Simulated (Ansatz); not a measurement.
Computed with Ansatz on PBE0-D4/def2-TZVP structures; ΔE is electronic, products minus reactants. CCSD(T)/CBS is the MP2 limit (def2-TZVPP, def2-QZVPP) plus CCSD(T) − MP2 in def2-TZVPP, frozen cores. This one scheme is used for every species. Functionals use def2-TZVPP. B3LYP here is the variant with VWN-RPA as its local correlation; programs differ in this. Each species was taken in one conformer, which may not be the lowest.

Consider the ligand exchange at the Si–F bond: `F[Si](F)(S)Cl` + CH₃OH → `CO[Si](F)(S)Cl` + H–F.

(1) Is it downhill or uphill in electronic energy at CCSD(T)/CBS, and by how much? (Best estimate.)

(2) What do these levels give: B3LYP-D4, ωB97X-V, ωB97M-V, B2PLYP, PBE, PBE0, B3LYP, MP2/def2-TZVPP, SCS-MP2/def2-TZVPP, CCSD/def2-TZVPP, HF/def2-QZVPP, SCS-MP2/def2-QZVPP? (Best estimate.)

Largest T1 diagnostic among the species: 0.011.

Answers

(1) Ansatz gave: Uphill: ΔE = +6.1 kcal/mol.

(2) The calculation gave: B3LYP-D4 6.6, ωB97X-V 7.2, ωB97M-V 7.1, B2PLYP 7.9, PBE 8.5, PBE0 8.0, B3LYP 9.2, MP2/def2-TZVPP 5.5, SCS-MP2/def2-TZVPP 6.6, CCSD/def2-TZVPP 6.9, HF/def2-QZVPP 9.6, SCS-MP2/def2-QZVPP 6.5 kcal/mol.

In def2-TZVPP, CCSD(T) changes the Hartree–Fock value by −2.9 kcal/mol (the triples alone add −0.5 kcal/mol) and MP2 by −3.8 kcal/mol. The D4 term adds −2.6 kcal/mol with B3LYP and −1.5 kcal/mol with PBE0; it sums over pairs of atoms, weighted by their polarisabilities, and B3LYP, whose exchange is more repulsive, gets the larger term.
